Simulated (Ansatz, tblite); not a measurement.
Isomers of Rb₄Br₃ (doublet), found by a short tight-binding search and relaxed with PBE-D4/def2-SVP in Ansatz.

In the def2 sets Rb takes a core potential, while STO-3G treats all electrons; there is no spin–orbit coupling. The xTB rows come from tblite. Correlated methods freeze 27 core orbitals; core or outer-core shells of Rb, Br are correlated, in sets that lack core-valence functions.

A: At HF/STO-3G the highest occupied level of the charge 0 doublet lies above zero (up to 2.70 eV). In Hartree–Fock with STO-3G the lack of diffuse functions raises the level. B: At HF/STO-3G the highest occupied level of the charge 0 doublet lies above zero (up to 2.31 eV). In Hartree–Fock with STO-3G the lack of diffuse functions raises the level. C: At HF/STO-3G the highest occupied level of the charge 0 doublet lies above zero (up to 3.55 eV). In Hartree–Fock with STO-3G the lack of diffuse functions raises the level.

Other spin states weren't relaxed.

A:

```xyz
7

Rb   -1.363    1.822    0.562
Rb   -2.445   -3.467   -3.018
Rb    3.127    1.876    2.039
Rb    0.815   -1.408   -0.359
Br    1.711    1.889   -0.849
Br   -2.398   -0.788   -1.116
Br    0.553    0.076    2.741
```

B:

Cartesian coordinates in Å:
```
Rb 1.609 -2.453 -0.526
Rb -1.612 -4.856 -2.727
Rb 1.934 3.445 2.248
Rb -1.294 1.161 0.008
Br -1.074 4.060 1.497
Br 1.990 0.514 0.839
Br -1.553 -1.870 -1.340
```

C:

Cartesian coordinates in Å:
```
Rb 1.9501 1.9232 -1.3386
Rb 1.2947 -0.4337 2.7261
Rb -2.3197 0.6827 0.0223
Rb 0.6116 -2.6224 -1.4246
Br -0.5256 0.2075 -2.7421
Br -1.1776 -2.1600 1.3340
Br 0.1666 2.4027 1.4228
```

Question: Estimate their order by electronic energy at B2PLYP/def2-TZVP, counted from the lowest.

Answer: C (0.00) < B (0.33) < A (0.41), in eV.

Question: Do the other levels pick the same lowest one?

Answer: Not HF/STO-3G. Energies above each level's lowest (eV):

```tsv
level	A	B	C
GFN1-xTB	0.75	1.28	0.00
GFN2-xTB	0.23	0.25	0.00
HF/STO-3G	0.00	0.04	0.37
HF/def2-TZVP	0.41	0.28	0.00
PBE-D4/def2-SVP	0.47	0.47	0.00
PBE-D4/def2-TZVP	0.45	0.43	0.00
r2SCAN-D4/def2-TZVP	0.45	0.42	0.00
PBE0-D4/def2-SVP	0.48	0.46	0.00
PBE0-D4/def2-TZVP	0.47	0.42	0.00
BHLYP-D4/def2-TZVP	0.45	0.44	0.00
B2PLYP/def2-TZVP	0.41	0.33	0.00
RPA@PBE/def2-TZVP	0.44	0.38	0.00
MP2/def2-TZVP	0.43	0.42	0.00
```
Point groups (tolerance 0.1 Å): A not assigned, B not assigned, C C3v. Lower isomers may exist.
